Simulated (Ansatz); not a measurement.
CH₅InS, closed shell: a saddle search.

The input file, in.yaml:

```yaml
crystal:
  periodic: [false, false, false]
  atoms:
    - {symbol: In, position_ang: [-0.057761, -0.504838, -0.357308]}
    - {symbol: H, position_ang: [-0.582412, 0.748778, -1.906177]}
    - {symbol: S, position_ang: [-0.511696, -1.950851, -2.106559]}
    - {symbol: H, position_ang: [-0.559551, -0.281670, -2.297690]}
    - {symbol: C, position_ang: [0.312234, 0.396519, 1.433594]}
    - {symbol: H, position_ang: [-0.498427, 0.938483, 1.781844]}
    - {symbol: H, position_ang: [1.117709, 1.103818, 1.302172]}
    - {symbol: H, position_ang: [0.636073, -0.255228, 2.265728]}
basis:
  gaussian: {orbitals: def2-SVP}
hamiltonian: {xc: r2scan, dispersion: d4}
saddle:
  f_tol: 0.02
  max_steps: 40
  mode_guess:
    - [0.0362, -0.3589, 0.1077]
    - [-0.0769, -0.1787, -0.3264]
    - [0.0497, -0.2573, 0.1735]
    - [0.0199, 0.7655, 0.1548]
    - [-0.0146, 0.0154, -0.0502]
    - [-0.0051, 0.0016, -0.0100]
    - [-0.0002, 0.0036, -0.0127]
    - [-0.0090, 0.0088, -0.0367]
```

Launched with

```bash
ansatz run in.yaml --threads 4 --pin off --events-out ev --progress --plain --max-ram 9574MiB
```

The run's output (Ansatz 0.2.0):

```
Functional definition: r2SCAN
  name "r2SCAN"
  cite "Furness, Kaplan, Ning, Perdew & Sun, J. Phys. Chem. Lett. 11, 8208 (2020) doi:10.1021/acs.jpclett.0c02405"
  cite "Furness, Kaplan, Ning, Perdew & Sun, J. Phys. Chem. Lett. 11, 9248 (2020) doi:10.1021/acs.jpclett.0c03077"
  parent r2scan
  parameter k0 = 0.174
  parameter k1 = 0.065
  parameter a1 = 4.9479
  exchange = r2scan_x(k0 = k0, k1 = k1, a1 = a1)
  correlation = r2scan_c
969 factors; their error is unknown
mean field evaluation 1: about -17114.6221 eV, gradient 5.4e1 eV
mean field evaluation 2: about -17104.0365 eV, gradient 7.6e1 eV
mean field evaluation 4: about -17121.9666 eV, gradient 1.1e1 eV
mean field evaluation 8: about -17122.3635 eV, gradient 1.4e-1 eV
mean field evaluation 16: about -17122.3288 eV, gradient 2.2e-4 eV
mean field -17122.32881119 eV, -629.2339778801 hartree, gradient 4.9e-5 eV, S^2 0.000000; 0 other end points of the search recorded, 0 dependent functions left out
the calculation of the forces begins
reference -17122.32882365 eV, -629.2339783377 hartree; 24, 24 occupied and 59, 59 virtual orbitals, 969 factors
these checks for a lower state are left out or cut short: stability, starts, cluster_reference, orbital_swaps, neighbouring_geometries, increment
969 factors; their error is unknown
mean field -17122.32513389 eV, -629.2338427418 hartree, gradient 1.2e-6 eV, S^2 0.000000; 0 other end points of the search recorded, 0 dependent functions left out
the calculation of the forces begins
reference -17122.32514633 eV, -629.2338431989 hartree; 24, 24 occupied and 59, 59 virtual orbitals, 969 factors
these checks for a lower state are left out or cut short: stability, starts, cluster_reference, orbital_swaps, neighbouring_geometries, increment
969 factors; their error is unknown
mean field evaluation 32: about -17122.3239 eV, gradient 1.2e-6 eV
mean field -17122.32389012 eV, -629.2337970339 hartree, gradient 1.2e-6 eV, S^2 0.000000; 0 other end points of the search recorded, 0 dependent functions left out
the calculation of the forces begins
reference -17122.32390256 eV, -629.2337974912 hartree; 24, 24 occupied and 59, 59 virtual orbitals, 969 factors
saddle step   1: F+E_penalty+E_count = -17122.36192659 eV  max|allowed force component| = 2.245e0 eV/Å  curvature = -11.2828 eV/Å²  mode residual = 1.75e0 eV/Å²  Δτ_max = 0.0000 Å  (1 rotations, 3 force calls, 72 SCF iters)  cluster: 3 rotations left out, max|force component along them| = 4.358e-8 eV/Å
saddle step   2: F+E_penalty+E_count = -17122.51747371 eV  max|allowed force component| = 8.964e-1 eV/Å  curvature = -11.0219 eV/Å²  mode residual = 1.08e0 eV/Å²  Δτ_max = 0.0672 Å  (1 rotations, 3 force calls, 76 SCF iters)  cluster: 3 rotations left out, max|force component along them| = 3.918e-8 eV/Å
saddle step   3: F+E_penalty+E_count = -17122.54677939 eV  max|allowed force component| = 5.952e-1 eV/Å  curvature = -11.6461 eV/Å²  mode residual = 4.81e-1 eV/Å²  Δτ_max = 0.0236 Å  (1 rotations, 3 force calls, 77 SCF iters)  cluster: 3 rotations left out, max|force component along them| = 1.471e-8 eV/Å
saddle step   4: F+E_penalty+E_count = -17122.56395119 eV  max|allowed force component| = 3.510e-1 eV/Å  curvature = -10.8350 eV/Å²  mode residual = 1.05e0 eV/Å²  Δτ_max = 0.0338 Å  (1 rotations, 3 force calls, 75 SCF iters)  cluster: 3 rotations left out, max|force component along them| = 1.008e-8 eV/Å
saddle step   5: F+E_penalty+E_count = -17122.56942408 eV  max|allowed force component| = 7.037e-2 eV/Å  curvature = -11.3145 eV/Å²  mode residual = 3.67e-1 eV/Å²  Δτ_max = 0.0195 Å  (1 rotations, 3 force calls, 78 SCF iters)  cluster: 3 rotations left out, max|force component along them| = 1.208e-8 eV/Å
saddle step   6: F+E_penalty+E_count = -17122.57089523 eV  max|allowed force component| = 3.823e-2 eV/Å  curvature = -11.0727 eV/Å²  mode residual = 2.12e-1 eV/Å²  Δτ_max = 0.0137 Å  (1 rotations, 3 force calls, 77 SCF iters)  cluster: 3 rotations left out, max|force component along them| = 9.715e-9 eV/Å
saddle step   7: F+E_penalty+E_count = -17122.57103337 eV  max|allowed force component| = 1.991e-2 eV/Å  curvature = -11.0386 eV/Å²  mode residual = 1.24e-1 eV/Å²  Δτ_max = 0.0023 Å  (1 rotations, 7 force calls, 149 SCF iters)  cluster: 3 rotations left out, max|force component along them| = 3.378e-8 eV/Å
saddle search: the force at step 8 is within saddle.f_tol, and the search now checks the order of the point unasked, as it does wherever a lone molecule whose rigid rotations it leaves out would converge (saddle.isolated_cluster): at most 100 rotations across the mode and 202 force calls, two more next to a line or behind a second negative curvature, two more where it reads a positive, two for each turn that reads one and six more at each negative that it reads, and up to 22 at one that stands (24 where saddle.amplitude is under 0.005 Å), over each length that the point is read over (saddle.order_check: false declines the check)
saddle search: the rotation starts from a random direction (saddle.seed = 0)
saddle step   8: F+E_penalty+E_count = -17122.57119908 eV  max|allowed force component| = 4.633e-3 eV/Å  curvature = -11.1390 eV/Å² (error put at 0.0067; -11.1456 at half of saddle.amplitude)  mode residual = 1.18e-1 eV/Å²  Δτ_max = 0.0110 Å  (1 rotations, 34 force calls, 676 SCF iters)  order check (unasked): unresolved, curvature across the mode = +0.0178 eV/Å² (24 force calls)  cluster: 3 rotations left out, max|force component along them| = 8.664e-9 eV/Å
saddle search: converged; its order check could not tell the order of the point: after 21 rotations it read +0.018 eV/Å² across the mode with a residual of 9.61e-2 eV/Å², and holds the second-lowest curvature to +0.018 eV/Å² at the most. That shows no second curvature under the negative of saddle.curvature_tol, and does not show that there is none
Total energy: -17122.57121144 eV, -629.2428859250 hartree
Atom 0 at    -0.089913    -0.545833    -0.365818 Å, force    -0.002180     0.004633     0.001239 eV/Å
Atom 1 at    -0.545684     0.716827    -1.910865 Å, force     0.000877    -0.002424     0.001879 eV/Å
Atom 2 at    -0.493290    -1.988077    -2.147246 Å, force     0.001740    -0.000231     0.000255 eV/Å
Atom 3 at    -0.612678    -0.251730    -2.325547 Å, force    -0.000216     0.001103     0.002960 eV/Å
Atom 4 at     0.346673     0.438281     1.488638 Å, force    -0.000327    -0.000869    -0.003333 eV/Å
Atom 5 at    -0.553892     0.977011     1.815040 Å, force     0.001026    -0.001821    -0.001092 eV/Å
Atom 6 at     1.164782     1.151646     1.317453 Å, force     0.000395    -0.001288    -0.000607 eV/Å
Atom 7 at     0.640171    -0.303114     2.243948 Å, force    -0.001315     0.000898    -0.001302 eV/Å
Dipole moment:     0.203143     0.471675     0.859114 e Å

[the SCF lines of later steps are left out]
```

The lines “mean field evaluation” count trial sets of orbitals through the whole run, from several starts and some on an approximate energy, so they need not fall steadily or lie above the final value.

The run took about 100 s on 4 CPU threads of an Intel Xeon (shared host).
